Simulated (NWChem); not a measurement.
TiH$_{3}$O$_{3}$ cation; SMILES [OH][Ti+]([OH])[OH]

```xyz
7

Ti     0.0000     0.0000     0.2395
O      1.6334    -0.2974    -0.1858
H      2.4856    -0.1041    -0.6067
O     -1.0743    -1.2659    -0.1859
H     -1.3330    -2.1005    -0.6067
O     -0.5592     1.5633    -0.1858
H     -1.1526     2.2046    -0.6067
```
Atoms are numbered in this order, from 1.

Level: PBE0/def2-SVP (NWChem), optimised geometry, unscaled harmonic frequencies. The spin multiplicity was typed, not searched, and may not be the lowest.

Task: List the harmonic frequencies with IR intensities, and the thermochemistry.

Result: 
```tsv
frequency (cm⁻¹)	IR intensity (km/mol)
132	0.5
216	28.3
216	28.2
231	16.8
371	330.7
371	330.7
487	31.1
487	31.1
557	490.2
867	21.4
943	254.0
943	254.0
3838	837.7
3838	837.7
3861	165.4
```

```yaml
zero_point_energy: 24.8 kcal/mol
thermal correction to the enthalpy at 298.15 K (with zero-point energy): 29.5 kcal/mol
heat capacity Cv: 21.5 cal/(mol K)
entropy at 298.15 K and 1 atm (symmetry number 3): 75.9 cal/(mol K)
```

Rigid rotor and harmonic oscillator.
